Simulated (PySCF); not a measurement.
**Molecular orbitals of TeF**

TPSS at R = 1.911 Å; PySCF, scalar-relativistic core potentials, basis sets Te def2-TZVPP with ECP28, F def2-TZVPP. State: ²Π (doublet), unpaired electrons π ↑. Only the outer orbitals are listed, counted within each symmetry, core potentials removing the inner ones.

```
spin  orbital  occ.  ε (eV)  on Te (%)           main shells (%)
   α       5σ     1  -29.79          6                    93 F s
   α       6σ     1  -16.22         84           84 Te s, 12 F p
   α       7σ     1  -11.04         34  65 F p, 21 Te p, 12 Te s
   α       3π     1  -10.48         14           86 F p, 12 Te p
   α       3π     1  -10.16         11            89 F p, 9 Te p
   α       4π     1   -6.64         90           89 Te p, 10 F p
   α       4π     1   -5.71         92                   92 Te p
   α       8σ     0   -3.39         90           80 Te p, 13 F p
   α       5π     0    3.12        100                   99 Te p
   α       5π     0    3.51        100                   99 Te p
   β       5σ     1  -29.66          6                    94 F s
   β       6σ     1  -15.61         81           80 Te s, 16 F p
   β       7σ     1  -10.85         37  62 F p, 20 Te p, 16 Te s
   β       3π     1  -10.11         10            90 F p, 8 Te p
   β       3π     1  -10.07         10                    90 F p
   β       4π     1   -5.44         93                   92 Te p
   β       4π     0   -5.14         93                   93 Te p
   β       8σ     0   -3.05         90           80 Te p, 12 F p
   β       5π     0    3.60        100                   99 Te p
```

Task: Which are the highest filled and the lowest empty level, where do they sit, and how wide is the gap?

Result: Highest filled β 4π at -5.44 eV (in %: 92 Te p); lowest empty β 4π at -5.14 eV (in %: 93 Te p); the gap at TPSS is 0.30 eV. Both belong to one degenerate shell, split only by its one-sided filling, so this is no excitation gap.

```
bond order (Mayer)                              : 0.96
⟨S²⟩                                            : 0.753
charge on Te (Mulliken, basis-dependent)        : 0.36
charge on Te (Löwdin, basis-dependent)          : 0.29
dipole moment (positive dipole means Te(−)F(+)) : -1.90 D
```

Spin–orbit coupling is left out. The state is the lowest determinant that a PBE0 search found; another state may lie lower at other levels.
